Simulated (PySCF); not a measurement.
C2H8NPSi.
Numbering: `[CH3:1]/[N:2]=[CH:3]\[SiH2:4][PH2:5]` (hydrogens: H6, H7, H8 on C1; H9 on C3; H10, H11 on Si4; H12, H13 on P5)

A GFN2-xTB structure was refined with PBE0-D3(BJ)/def2-SVP geometry optimisation, gas phase in PySCF 2.14.0. Its GFN2-xTB values:

| coordinate | GFN2-xTB |
| --- | --- |
| C1–N2 | 1.423 Å |
| C1–H6 | 1.091 Å |
| N2=C3 | 1.256 Å |
| C3–Si4 | 1.916 Å |
| C3–H9 | 1.088 Å |
| Si4–P5 | 2.242 Å |
| Si4–H10 | 1.468 Å |
| P5–H12 | 1.382 Å |
| C1–N2–C3 | 121.8° |
| N2–C3–Si4 | 130.1° |
| C3–Si4–P5 | 109.9° |
| C1–N2–C3–Si4 | -1° |
| N2–C3–Si4–P5 | 64° |

**Question.** How do these coordinates change at the PBE0-D3(BJ)/def2-SVP level?

**Answer.** 
```json
{"coordinate": "P5–H12", "PBE0-D3(BJ)/def2-SVP (Å or °)": "1.430", "change": "+0.048"}
{"coordinate": "Si4–P5", "PBE0-D3(BJ)/def2-SVP (Å or °)": "2.270", "change": "+0.028"}
{"coordinate": "Si4–H10", "PBE0-D3(BJ)/def2-SVP (Å or °)": "1.494", "change": "+0.026"}
{"coordinate": "C3–H9", "PBE0-D3(BJ)/def2-SVP (Å or °)": "1.106", "change": "+0.018"}
{"coordinate": "N2=C3", "PBE0-D3(BJ)/def2-SVP (Å or °)": "1.270", "change": "+0.014"}
{"coordinate": "C1–H6", "PBE0-D3(BJ)/def2-SVP (Å or °)": "1.102", "change": "+0.011"}
{"coordinate": "C1–N2", "PBE0-D3(BJ)/def2-SVP (Å or °)": "1.433", "change": "+0.010"}
{"coordinate": "C3–Si4", "PBE0-D3(BJ)/def2-SVP (Å or °)": "1.914", "change": "-0.002"}
{"coordinate": "C3–Si4–P5", "PBE0-D3(BJ)/def2-SVP (Å or °)": "108.4", "change": "-1.5"}
{"coordinate": "C1–N2–C3", "PBE0-D3(BJ)/def2-SVP (Å or °)": "120.5", "change": "-1.3"}
{"coordinate": "N2–C3–Si4", "PBE0-D3(BJ)/def2-SVP (Å or °)": "129.2", "change": "-0.9"}
{"coordinate": "N2–C3–Si4–P5", "PBE0-D3(BJ)/def2-SVP (Å or °)": "67", "change": "+3"}
{"coordinate": "C1–N2–C3–Si4", "PBE0-D3(BJ)/def2-SVP (Å or °)": "1", "change": "+2"}
```

The energy falls by 0.109 eV over 10 energy and gradient evaluations, the largest force component goes from 0.0200 to 2.5e-04 Eh/bohr, and the atoms move by 0.124 Å rms after alignment. The bond that changes most is P5–H12 (three-coordinate phosphorus to P–H hydrogen), which lengthens by 0.048 Å. Bonds longer at the end by more than 0.005 Å: 11 of 12; shorter: 0. Among the dihedrals that turn most is C3–Si4–P5–H12, from 147° to 158°. Rotational constants go from 4706, 1780, 1463 to 4635, 1764, 1468 MHz.

The run used 118 basis functions and 65 SCF cycles in all.

No frequency check. One conformer, not necessarily the lowest.
